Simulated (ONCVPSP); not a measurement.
What the settings do to the ONCV potential of molybdenum

Base potential:

molybdenum, optimised norm-conserving Vanderbilt (ONCV), made with ONCVPSP 4.0.1 (PBE, scalar-relativistic). Core [Ar] 3d10, reference 4s2 4p6 4d6. Waves: 4s: rc 1.80 bohr, ncon 4, nbas 9, qcut 5.5 1/bohr, 2 projectors, debl 4 Ha; 4p: rc 1.15 bohr, ncon 3, nbas 6, qcut 6.1 1/bohr, 3 projectors, debl 2.7 Ha; 4d: rc 1.95 bohr, ncon 3, nbas 7, qcut 8 1/bohr, 2 projectors, debl 2.1 Ha. Local part: polynomial inside 1.15 bohr (lpopt 5, dvloc0 2 Ha). Core correction: none.

All-electron outer shells of the reference configuration (PBE, scalar-relativistic, ld1.x):

```csv
shell,level (eV),outermost node (bohr),outermost maximum (bohr)
4s,-62.21,0.51,0.99
4p,-36.45,0.52,1.08
4d,-2.31,0.53,1.40
```

Cutoffs, loose and tight: the cutoffs (Ha) at which the residual kinetic energy of the hardest occupied pseudo-wave falls to 1 and 0.1 mHa per electron. They do not see the model core or the augmentation charge, which bear on the density cutoff. Test errors are all-electron minus pseudo excitation energies from the reference, over the configurations 4s2 4p6 4d5 5s1; 4s2 4p6 4d5; 4s2 4p6 4d4; 4s2 4p6 4d5 5p1. A dash means not determined; rows that change the core or the reference have their own tests. The largest error is taken over the tests solved by every variant that gives reliable tests at all: 4s2 4p6 4d5; 4s2 4p6 4d5 5p1; 4s2 4p6 4d5 5s1.

A true bound ghost makes a file unfit for plane-wave use even where its test errors are small: the radial tests pick states by their node count and pass the ghost by.

```tsv
change	outcome	cutoff, loose	cutoff, tight	bound ghosts	GHOST(+) flags above zero	largest test error (meV)
base	generated	71 Ha	117 Ha	none	s, p	+8.0
local potential polynomial inside 1.15 bohr (lpopt 5, dvloc0 5 Ha)	generated	71 Ha	117 Ha	p	s	+6.1
p: rc 1.14; local potential polynomial inside 1.14 bohr (lpopt 5, dvloc0 2 Ha)	generated	72 Ha	118 Ha	p	s	+8.1
fully relativistic	generated	72 Ha	118 Ha	p3/2	s, p1/2	+6.2
s: qcut 4; p: qcut 4.4; d: qcut 5.8	generated	77 Ha	124 Ha	p	s	+14
d: debl 2.95	generated	71 Ha	117 Ha	none	s, p	+8.0
local potential polynomial inside 0.95 bohr (lpopt 5, dvloc0 0 Ha)	generated	71 Ha	117 Ha	none	s, p	+12
s: ncon 5, nbas 10	generated	71 Ha	117 Ha	none	s, p	+5.0
p: nbas 7	generated	92 Ha	160 Ha	none	s, p	+7.9
```
